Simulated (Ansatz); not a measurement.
Program: Ansatz. Geometries: PBE0-D4/def2-TZVP. ΔE: electronic, gas phase. CCSD(T)/CBS is the MP2 limit (def2-TZVPP, def2-QZVPP) plus CCSD(T) − MP2 in def2-TZVPP, frozen cores. This one scheme is used for every species. Functionals use def2-TZVPP. One conformer a species, not always the lowest.

Reaction (formal exchange of groups at the Al–B bond): `N[BH][Al]1[CH2][O]1` + SiH₄ → `[SiH3][Al]1[CH2][O]1` + `BN`

Is it downhill or uphill in electronic energy at CCSD(T)/CBS, and by how much? (An estimate is asked.)

Ansatz gave: Downhill: ΔE = -30.1 kJ/mol.

What do these levels give: LDA (SPW92), PBE0-D4, PBE, CAM-B3LYP, SCS-MP2/def2-TZVPP, CCSD/def2-TZVPP? (An estimate is asked.)

Computed: LDA (SPW92) -29.7, PBE0-D4 -32.4, PBE -31.3, CAM-B3LYP -27.7, SCS-MP2/def2-TZVPP -27.1, CCSD/def2-TZVPP -29.3 kJ/mol.

What do rigid-rotor, harmonic-oscillator terms from PBE0-D4/def2-TZVP frequencies (298.15 K, 1 bar) make of the CCSD(T)/CBS value? (Estimate.)

Ansatz gave: ΔZPE = +2.5 kJ/mol, ΔH = -27.6 kJ/mol, ΔS = 17 J/(mol·K), ΔG = -32.8 kJ/mol. Modes under 50 cm⁻¹ make the entropy rough.

Largest T1 diagnostic among the species: 0.017.

Leaving LDA and LC-ωPBE aside and taking each functional with its dispersion term where it has one, the values, not all of them listed here, spread over 6.4 kJ/mol, from HSE06-D4 to ωB97M-V. At CCSD(T), def2-SVP lies +7.6 kJ/mol from the extrapolated value and def2-TZVPP +1.1 kJ/mol.
